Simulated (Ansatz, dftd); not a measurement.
Reaction: Si2H4F (SMILES F[SiH][SiH3], doublet) → Si2H4F (SMILES F[SiH2][SiH2], doublet)
Each species at its own B3LYP-D3(BJ)/def2-TZVP minimum (Ansatz, a first-principles code).

Property: isomerisation energy (electronic), in kcal/mol. Radicals and triplets start from unrestricted determinants; spin-orbit coupling is neglected. Cores are frozen in correlated methods. Rows without X2C or -DK are non-relativistic. CBS(X,Y): correlation extrapolated as X^-3, Hartree-Fock from the larger set. A bracket is a step between two methods taken in the basis named. The functionals are non-relativistic, so their misses hold any scalar relativity. Double hybrids freeze cores in their MP2 part. 'core' is core correlation in cc-pwCVTZ (1s frozen past Ne), 'X2C' scalar relativity in cc-pVTZ-DK, both at CCSD(T).

Compared with CCSD(T)/CBS(cc-pV(T+d)Z,cc-pV(Q+d)Z) + [CCSDT(Q) - CCSD(T)]/cc-pV(D+d)Z + core + X2C (Ansatz).

**Question.** Rank these levels by how close they come to it, closest first: B3LYP/def2-TZVPD (Ansatz); r2SCAN-D4/def2-TZVPD (Ansatz + dftd4); CCSD/CBS(cc-pV(T+d)Z,cc-pV(Q+d)Z) (Ansatz); B2PLYP-D4/def2-TZVPD (Ansatz + dftd4).

**Answer.** CCSD/CBS(cc-pV(T+d)Z,cc-pV(Q+d)Z) (-2.8 kcal/mol, difference -0.3), r2SCAN-D4/def2-TZVPD (-1.9 kcal/mol, difference 0.6), B2PLYP-D4/def2-TZVPD (-1.7 kcal/mol, difference 0.8), B3LYP/def2-TZVPD (-1.2 kcal/mol, difference 1.3)
